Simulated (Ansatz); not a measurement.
`FC[SiH2]CS` + H₂S → `SC[SiH2]S` + `CF`  (ligand exchange at the Si–C bond)

Calculated with Ansatz (gas phase, PBE0-D4/def2-TZVP geometries, no zero-point term in ΔE). CCSD(T)/CBS adds triple-zeta CCSD(T) − MP2 to the extrapolated MP2 energy (def2 sets, frozen cores). This one scheme is used for every species. DFT in def2-TZVPP. One conformer a species, not always the lowest.

```tsv
level	ΔE (kcal/mol)	difference from CCSD(T)/CBS
r2SCAN-D4	-19.4	0.1
ωB97M-V	-18.3	1.2
B2PLYP	-19.0	0.5
PBE	-18.8	0.7
PBE0	-19.5	0.0
HF/def2-TZVPP	-19.5	0.0
SCS-MP2/def2-TZVPP	-19.6	-0.1
CCSD/def2-TZVPP	-18.5	1.0
MP2/CBS(def2)	-21.2	-1.7
CCSD/CBS(def2)	-19.3	0.2
CCSD(T)/CBS	-19.5	0
```

Largest T1 diagnostic among the species: 0.011.
